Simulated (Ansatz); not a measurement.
Basis-set extrapolation for C₂H₇NOSi, SMILES `C[SiH2]C(=N)O` (PBE0-D4/def2-TZVP geometry, frozen core, Ansatz). Multiplicity 1, RHF reference.

```
                      def2-TZVPP   def2-QZVPP
                 HF  -498.157083  -498.175855
    MP2 correlation    -0.901857    -0.966379
CCSD(T) correlation    -0.980974      not run
```

Energies in hartree. Use E(X) = E(∞) + A·exp(−7.88·√X) for Hartree–Fock and E(X) = E(∞) + B·X^(−2.97) for correlation, with X = 3 and 4, and add CCSD(T) minus MP2 of the smaller set to the MP2 limit.

**Question.** What is the CCSD(T) energy at the basis-set limit?

**Answer.** HF limit: -498.175855 + (-0.018772) × 0.13774 = -498.17844. MP2 limit: -0.966379 + (-0.064522) × 0.74074 = -1.01417. Higher-order term: -0.980974 − (-0.901857) = -0.07912. Total: -499.27173 hartree, 3.64 eV below CCSD(T)/def2-TZVPP.
